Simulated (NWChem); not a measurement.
System: MgHSeCl; SMILES [Cl][Mg][SeH]

The following NWChem deck was run.

```
start job
memory heap 200 mb stack 900 mb global 1100 mb
geometry units angstroms noautosym nocenter noautoz
  Mg    -0.031160    -0.611373    -0.000127
  Cl    -0.140321    -2.810632    -0.000287
  Se     0.123077     1.803960     0.000475
  H     -1.348143     1.891703    -0.012948
end
basis spherical
  * library pcsseg-1
end
dft
  xc xpbe96 cpbe96
  iterations 150
end
property
  shielding
end
task dft property
```

Coordinates come from a PBE0/def2-SVP optimisation.

GIAO values for the isolated, static molecule; σ is the absolute isotropic shielding, δ = σ(reference) − σ with the isolated reference molecule computed at the same levels (1H: tetramethylsilane). Spin-orbit effects, on the heavy nuclei and on their neighbours, are missing.

Atoms are numbered as in the input.

Predict the main results of this run. (PBE/pcSseg-1, GIAO.) Quantities: σ Mg1 (ppm); σ Cl2 (ppm); σ Se3 (ppm); δ H4 (ppm).


| Property | Result |
|---|---|
| σ Mg1 (ppm) | 463.1 |
| σ Cl2 (ppm) | 1018.3 |
| σ Se3 (ppm) | 2410.6 |
| δ H4 (ppm) | -1.24 |
